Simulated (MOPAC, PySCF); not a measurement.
C3H7N, SMILES `C=CNC` (C–C–N–C torsion 152°), neutral singlet in the gas phase. 

Z-matrix (Å, degrees):
```
N
H 1 1.0084
C 1 1.3753 2 114.16
C 3 1.3343 1 126.95 2 11.06
H 4 1.0803 3 120.20 1 174.91
H 4 1.0846 5 117.73 3 178.48
H 3 1.0877 4 119.82 5 -2.05
C 1 1.4419 2 114.44 3 -142.39
H 8 1.0912 1 109.72 2 -51.55
H 8 1.0923 9 107.53 1 118.74
H 8 1.0992 9 108.46 10 116.43
```
Charge 0, spin multiplicity 1.

All levels are single points at this geometry (PBE0-D3(BJ)/def2-TZVP); Pople sets use spherical d functions. Orbital energies aren't observables, and empty levels follow the basis.

M06-2X/6-31G* in PySCF gives HOMO (eV) = -6.63.

Problem. Estimate the HOMO (eV) from each of these levels: PBE0-D3(BJ)/def2-TZVP in PySCF; B3LYP/3-21G in PySCF; B3LYP/6-311+G** in PySCF; B3LYP/6-31G* in PySCF; SVWN5/6-31G* in PySCF; HF/STO-3G in PySCF; PM3 in MOPAC; PM7 in MOPAC.

Solution. 
| level | HOMO (eV) |
|---|---|
| PBE0-D3(BJ)/def2-TZVP in PySCF | -5.75 |
| B3LYP/3-21G in PySCF | -5.01 |
| B3LYP/6-311+G** in PySCF | -5.59 |
| B3LYP/6-31G* in PySCF | -5.15 |
| SVWN5/6-31G* in PySCF | -4.30 |
| HF/STO-3G in PySCF | -6.45 |
| PM3 in MOPAC | -8.43 |
| PM7 in MOPAC | -8.50 |
